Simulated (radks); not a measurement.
Question: Ionisation of the mercury ion Hg+, [Xe] 4f14 5d10 6s1, to [Xe] 4f14 5d10 as the strength of local exchange is varied. Calculated with a radial shooting solver on a logarithmic mesh with Libxc functionals: Dirac Kohn-Sham, Slater X-alpha exchange (alpha = 2/3 is LDA exchange), no correlation, spin-unpolarised, spherical densities, finite nucleus; Fermi nuclear charge, rms radius 5.4648 fm.

alpha  E(Hg+) (hartree)  exchange (hartree)  IE (eV)  -e of the level emptied (eV)  <r> of it (bohr)
0.639       -19623.1500           -339.1301   17.923                13.668 (6s1/2)             2.542
0.667       -19638.0161           -354.2736   18.188                13.921 (6s1/2)             2.527
0.718       -19665.1243           -381.9176   18.674                14.386 (6s1/2)             2.501
0.938       -19782.5132           -502.0670   20.836                16.470 (6s1/2)             2.395
x           -19759.5113           -478.4683   20.406                16.054 (6s1/2)             2.415

Which alpha was used in the last row?

Answer: alpha = 0.895. NIST Atomic Spectra Database: 18.757 eV (measured). The Delta-SCF value meets it near alpha = 0.73. Spin polarisation and multiplet splitting are left out, so open shells lie too high by an amount that depends on their filling.

Beside tabulated values, note that spin-unpolarised runs miss the spin-polarisation part of the exchange energy of open shells.
